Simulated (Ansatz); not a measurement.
Isolated molecules relaxed with PBE0-D4/def2-TZVP in Ansatz; ΔE leaves out vibrations. CBS: MP2 limit from def2 TZ/QZ plus the TZ coupled-cluster correction, frozen cores. This one scheme is used for every species. DFT in def2-TZVPP. B3LYP here is the variant with VWN-RPA as its local correlation; programs differ in this. Each species was taken in one conformer, which may not be the lowest.

Consider the substitution at a C–O bond: `OC1(O)BC1` + CH₃OH → `COC1(O)BC1` + H₂O.

```tsv
level	ΔE (kcal/mol)	difference from CCSD(T)/CBS
PBE-D4	-2.8	1.4
r2SCAN-D4	-3.1	1.1
PBE0-D4	-2.8	1.4
B3LYP-D4	-3.1	1.1
ωB97X-V	-2.9	1.3
ωB97M-V	-3.0	1.2
B2PLYP	-2.7	1.5
PBE	-1.8	2.4
r2SCAN	-2.8	1.4
PBE0	-1.9	2.3
B3LYP	-1.6	2.6
HF/def2-TZVPP	-1.3	2.9
MP2/def2-TZVPP	-4.4	-0.2
SCS-MP2/def2-TZVPP	-3.7	0.5
CCSD/def2-TZVPP	-3.4	0.8
CCSD(T)/def2-TZVPP	-3.9	0.3
HF/def2-QZVPP	-1.4	2.8
MP2/def2-QZVPP	-4.7	-0.5
SCS-MP2/def2-QZVPP	-3.9	0.3
HF/CBS(def2)	-1.4	2.8
MP2/CBS(def2)	-4.8	-0.6
CCSD/CBS(def2)	-3.7	0.5
CCSD(T)/CBS	-4.2	0
```

Largest T1 diagnostic among the species: 0.013.

The D4 term adds −1.5 kcal/mol with B3LYP and −0.9 kcal/mol with PBE0; it sums over pairs of atoms, weighted by their polarisabilities, and B3LYP, whose exchange is more repulsive, gets the larger term. In def2-TZVPP, CCSD(T) changes the Hartree–Fock value by −2.5 kcal/mol (the triples alone add −0.5 kcal/mol) and MP2 by −3.1 kcal/mol.
